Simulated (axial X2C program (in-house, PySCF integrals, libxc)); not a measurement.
# Correcting the dissociation energy of SnTe for spin–orbit coupling

A spin-free PBE0 curve (one-electron X2C) was computed with an in-house all-electron X2C program for linear molecules (integrals from PySCF), basis Te dyall-cv3z [11s12p8d4f1g], Sn dyall-cv3z [11s12p9d4f1g] (cores contracted in-house), for the state M_S = 0, Λ = 0 (closed shell). It gives D0 = 3.998 eV to Te + Sn, which in a spin-free picture are the weighted means of the ground terms.

Measured levels of the ground terms (NIST Handbook of Basic Atomic Spectroscopic Data), in cm⁻¹: Te 3P: J = 2 at 0, J = 0 at 4706.5, J = 1 at 4750.7; Sn 3P: J = 0 at 0, J = 1 at 1691.8, J = 2 at 3427.7.

The molecular state has Λ = 0, so it has no first-order lowering.

Task: How far does each ground level lie under the (2J+1)-weighted mean of its term?

Result: Te: (5 × 0 + 1 × 4706.5 + 3 × 4750.7)/9 = 2107 cm⁻¹; Sn: (1 × 0 + 3 × 1691.8 + 5 × 3427.7)/9 = 2468 cm⁻¹.

Task: Correct D0.

Result: D0 = 3.998 + (0 − 4575)/8065.5 = 3.431 eV at PBE0 with these spin–orbit terms.

Second-order spin–orbit effects in the molecule, which grow quickly with Z, are left out. Occupations by symmetry block were frozen at the best pattern of an incomplete PBE0 search. Dissociation energies refer to the lowest single-determinant-based atoms at the same level and basis.
